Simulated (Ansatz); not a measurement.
`CB[SiH2]BC` + `S[SiH]1C[SiH2]1` → `CB[SiH]1C[SiH2]1` + `CB[SiH2]S`  (redistribution)

Isolated molecules relaxed with PBE0-D4/def2-TZVP in Ansatz; ΔE leaves out vibrations. CCSD(T)/CBS adds triple-zeta CCSD(T) − MP2 to the extrapolated MP2 energy (def2 sets, frozen cores). Each species was taken in one conformer, which may not be the lowest.

| species | CCSD/CBS(def2) energy (Eh) |
| --- | --- |
| `CB[SiH2]BC` | -420.72355 |
| `S[SiH]1C[SiH2]1` | -1017.55341 |
| `CB[SiH]1C[SiH2]1` | -684.39941 |
| `CB[SiH2]S` | -753.89296 |

(1) Work out ΔE.

Largest T1 diagnostic among the species: 0.013.

Answers

(1) ΔE = (-684.39941) + (-753.89296) − (-420.72355) − (-1017.55341) = -0.01541 Eh = -9.7 kcal/mol. CCSD(T)/CBS gives -12.0 kcal/mol.

The D4 term adds −1.6 kcal/mol with B3LYP and −0.8 kcal/mol with PBE0; it sums over pairs of atoms, weighted by their polarisabilities, and B3LYP, whose exchange is more repulsive, gets the larger term. In def2-TZVPP, CCSD(T) changes the Hartree–Fock value by −13.0 kcal/mol (the triples alone add −2.3 kcal/mol) and MP2 by −15.6 kcal/mol. From PBE to PBE0 (25 % exact exchange), in def2-TZVPP and without D4, ΔE moves by +1.3 kcal/mol.

B3LYP here is the variant with VWN-RPA as its local correlation; programs differ in this.
